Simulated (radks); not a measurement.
Values are calculated unless marked as measured or tabulated.
Tl41+, configuration [Kr] 4d4.

Code: a radial shooting solver on a logarithmic mesh with Libxc functionals. Model: scalar-relativistic Kohn-Sham, exchange-only LDA, spin-polarised, spherical densities, point nucleus; open shells are filled with parallel spins first (spin-orbit coupling, left out, can overturn this in heavy ions).

Energy parts (hartree):
part                   energy
total             -19167.3092
kinetic            21730.4171
electron-nucleus  -44904.5070
Hartree             4293.0240
exchange            -286.2434

Orbitals (lengths in bohr, moments of r in powers of bohr; r(max) is where P^2 peaks; r(90%) holds 90 % of the orbital's charge):
orbital,occ.,eigenvalue (hartree),r(90%),<1/r>,<r^2>,r(max)
1s up,1,-3213.463,0.0299,99.46,0.0003690,0.01003
1s down,1,-3213.454,0.0299,99.46,0.0003690,0.01003
2s up,1,-628.9723,0.107,23.34,0.005604,0.05816
2s down,1,-628.7886,0.107,23.35,0.005604,0.05816
2p up,3,-550.7405,0.102,20.59,0.004754,0.04834
2p down,3,-550.5837,0.102,20.59,0.004753,0.04833
3s up,1,-200.9152,0.258,8.736,0.03545,0.1633
3s down,1,-200.7855,0.258,8.739,0.03541,0.1633
3p up,3,-178.3315,0.264,7.939,0.03639,0.1630
3p down,3,-178.1933,0.264,7.942,0.03634,0.1630
3d up,5,-155.4327,0.247,7.457,0.02988,0.1324
3d down,5,-155.2609,0.247,7.458,0.02985,0.1324
4s up,1,-89.71769,0.508,4.143,0.1449,0.3513
4s down,1,-89.25948,0.509,4.142,0.1450,0.3511
4p up,3,-81.46188,0.531,3.825,0.1567,0.3643
4p down,3,-81.01001,0.532,3.821,0.1569,0.3642
4d up,4,-72.47824,0.540,3.575,0.1574,0.3587
4d down,0,-72.02577,0.541,3.573,0.1577,0.3586
5s up,0,-50.34240,0.861,2.364,0.4308,0.6365
5s down,0,-50.10491,0.864,2.356,0.4332,0.6378
5p up,0,-46.63398,0.901,2.216,0.4695,0.6656
5p down,0,-46.41418,0.904,2.207,0.4723,0.6672

The highest occupied level is 4d up at -1972.2 eV. Spin moment in Bohr magnetons: 4. Summed over all electrons, <r^2> = 2.489 bohr^2, which gives a Langevin (diamagnetic) susceptibility term of -1.97 x 10^-6 cm^3/mol. The density falls to 0.001 e/bohr^3 at r = 1.00 bohr.
